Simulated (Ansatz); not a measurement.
Reaction (formal exchange of groups at the Si–C bond): `OC(O)[SiH2][SiH3]` + `O[SiH2]O` → `O[SiH](O)[SiH2][SiH3]` + `OCO`

Gas-phase electronic energies from Ansatz, PBE0-D4/def2-TZVP geometries. CBS: MP2 limit from def2 TZ/QZ plus the TZ coupled-cluster correction, frozen cores. This one scheme is used for every species. Functionals use def2-TZVPP. B3LYP here is the variant with VWN-RPA as its local correlation; programs differ in this. One conformer a species, not always the lowest.

Is it downhill or uphill in electronic energy at CCSD(T)/CBS, and by how much? (An estimate is asked.)

The calculation gave: Downhill: ΔE = -6.4 kcal/mol.

What do these levels give: PBE-D4, B3LYP-D4, B2PLYP, PBE, B3LYP, HF/def2-TZVPP, MP2/def2-TZVPP, SCS-MP2/def2-TZVPP, CCSD/def2-TZVPP, MP2/def2-QZVPP, MP2/CBS(def2), CCSD/CBS(def2)? (Estimate.)

Ansatz gave: PBE-D4 -8.9, B3LYP-D4 -6.9, B2PLYP -6.1, PBE -8.7, B3LYP -6.6, HF/def2-TZVPP -6.1, MP2/def2-TZVPP -5.5, SCS-MP2/def2-TZVPP -5.2, CCSD/def2-TZVPP -6.4, MP2/def2-QZVPP -5.5, MP2/CBS(def2) -5.5, CCSD/CBS(def2) -6.4 kcal/mol.

Largest T1 diagnostic among the species: 0.013.
